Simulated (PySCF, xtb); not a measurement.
CH₄N, SMILES C[NH], multiplicity 2.

Harmonic wavenumbers (cm⁻¹) from GFN2-xTB run with xtb at its own minimum, in rising order: 122, 921, 991, 1171, 1295, 1338, 1419, 1450, 2778, 2827, 2993, 3313.

### Question
What does PySCF with PBE0-D3(BJ)/def2-TZVP give at its own minimum? (An estimate is asked for; the answer gives what the named calculation found.)

### Answer
255, 947, 1008, 1076, 1333, 1386, 1470, 1479, 2971, 3014, 3114, 3420. Paired by order, the mean absolute difference is 87 cm⁻¹ and the zero-point energies are 29.5 and 30.7 kcal/mol.
